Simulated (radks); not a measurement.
Removal energies from the germanium ion Ge5+, [Ar] 3d(3/2: 4, 5/2: 5), by Delta-SCF beside the eigenvalue of the level emptied. Calculated with a radial shooting solver on a logarithmic mesh with Libxc functionals: Dirac Kohn-Sham, PBE, spin-unpolarised, spherical densities, finite nucleus; Fermi nuclear charge, rms radius of each element as measured or else 0.836 A^(1/3) + 0.57 fm. Sub-shells are occupied by j as written (lower j first in brackets).

removed from                             final configuration  Delta-SCF (eV)  -eigenvalue (eV)
3d5/2                                [Ar] 3d(3/2: 4, 5/2: 4)          118.11            104.04
3d3/2                                [Ar] 3d(3/2: 3, 5/2: 5)          118.80            104.68
3p3/2         [Ne] 3s2 3p(1/2: 2, 3/2: 3) 3d(3/2: 4, 5/2: 5)          204.85            190.22
3p1/2         [Ne] 3s2 3p(1/2: 1, 3/2: 4) 3d(3/2: 4, 5/2: 5)          209.38            194.62
